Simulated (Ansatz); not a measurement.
Stepwise reaction of `[NH2][Ti]([NH2])([OH])[OH]` with hydrogen fluoride, as a gas-phase model of exchange steps in deposition or etching. ΔE in kJ/mol; ΔG adds harmonic PBE0-D4 terms to CCSD(T)/CBS, at 1 bar.

Gas-phase electronic energies from Ansatz, PBE0-D4/def2-TZVP geometries. CCSD(T)/CBS adds triple-zeta CCSD(T) − MP2 to the extrapolated MP2 energy (def2 sets, frozen cores). This one scheme is used for every species. Functionals use def2-TZVPP. B3LYP here is the variant with VWN-RPA as its local correlation; programs differ in this. For Ti outer-core shells are correlated without core-valence functions, which leaves a few kJ/mol of doubt a bond. Scalar relativity is left out up to krypton. Each species was taken in one conformer, which may not be the lowest.

```csv
step,reaction,PBE-D4,B3LYP-D4,ωB97M-V,CCSD(T)/CBS,ΔG(500 K)
2,`[NH2][Ti]([OH])([OH])[F]` + H–F → `[OH][Ti]([OH])([F])[F]` + NH₃,-108.9,-106.9,-108.5,-94.6,-88.4
```

Give the row of step 1, `[NH2][Ti]([NH2])([OH])[OH]` + H–F → `[NH2][Ti]([OH])([OH])[F]` + NH₃. (Best estimate.)

Ansatz gave: 
```tsv
step	reaction	PBE-D4	B3LYP-D4	ωB97M-V	CCSD(T)/CBS	ΔG(500 K)
1	`[NH2][Ti]([NH2])([OH])[OH]` + H–F → `[NH2][Ti]([OH])([OH])[F]` + NH₃	-112.3	-112.5	-113.8	-99.3	-100.2
```

By hand: ΔE of the 2 steps together at CCSD(T)/CBS.

(-99.3) + (-94.6) = -193.9 kJ/mol, or -96.9 kJ/mol a step.

In ΔE the steps differ by no more than 4.7 kJ/mol. All are downhill at CCSD(T)/CBS. ΔG lies between -100.2 and -88.4 kJ/mol a step. PBE-D4 differs from CCSD(T)/CBS by -14.3 to -13.0 kJ/mol a step. Isolated molecules leave out the surface, adducts and barriers. Largest T1 diagnostic: 0.024.
